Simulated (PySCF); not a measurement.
Input file for PySCF: R-HF/3-21G on C2H2O2 (SMILES O=CC=O), a point of a torsion scan.

```python
from pyscf import gto, scf, dft, mp
from pyscf.data.elements import chemcore

mol = gto.M(
    atom='''
    O     1.53816198   -0.07470243   -0.90278020
    C     0.75738305   -0.06212029   -0.00006072
    C    -0.74973932   -0.00658700   -0.12213484
    O    -1.44294794   -0.80855483   -0.67073269
    H     1.07846117   -0.07368777    1.06420179
    H    -1.16575940    0.88904229    0.38842519
    ''',
    basis='3-21g',
    charge=0, spin=0, verbose=3, max_memory=1800)
mf = scf.RHF(mol)
mf.conv_tol = 1e-8
mf.max_cycle = 100
mf.kernel()
if not mf.converged:
    mf = mf.newton().run(mf.mo_coeff, mf.mo_occ)
```

Program output:

```
converged SCF energy = -225.29121616783
```

The calculation finished and met its thresholds.

Cost: around 0.19 core-seconds (rough).
